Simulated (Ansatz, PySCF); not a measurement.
System: MgF, net charge 0, doublet state. 
Structure (B3LYP-D3(BJ)/def2-TZVP (Ansatz, a program for electronic structure) minimum search):
```
Mg
F 1 1.7703
```
Charge 0, spin multiplicity 2.

Total electronic energies in hartree. Correlated levels leave the core frozen unless marked. Open shells are spin-unrestricted. No spin-orbit coupling. No relativistic terms. FCI takes restricted orbitals. CBS(X,Y): correlation extrapolated as X^-3; Hartree-Fock from the larger set.

```csv
level,program,energy (Eh)
PBE-D4/def2-TZVPD,Ansatz + dftd4,-299.78639
TPSS-D3(BJ)/def2-TZVPD,PySCF + dftd3,-300.02516
B3LYP/def2-TZVPD,Ansatz,-300.02625
PBE0/def2-SVP,Ansatz,-299.60385
r2SCAN0/def2-TZVPD,Ansatz,-299.91675
MN15/def2-TZVPD,PySCF,-299.82791
HSE06/def2-TZVPD,Ansatz,-299.79216
B2PLYP-D3(BJ)/def2-TZVPD,Ansatz + dftd3,-299.84211
MP2/6-31G*,Ansatz,-299.27744
MP2/def2-QZVPPD,Ansatz,-299.46243
RI-MP2/def2-TZVPPD,Ansatz,-299.42330
RI-MP2/def2-QZVPPD,Ansatz,-299.46230
CCSD(T)/def2-QZVPP,Ansatz,-299.46782
FCI/6-31G,Ansatz,-299.19838
"CCSD(T)/CBS(def2-TZVPPD,def2-QZVPPD)",Ansatz,-299.4865
```

Totals of different functionals don't rank their quality; only differences between species are comparable.
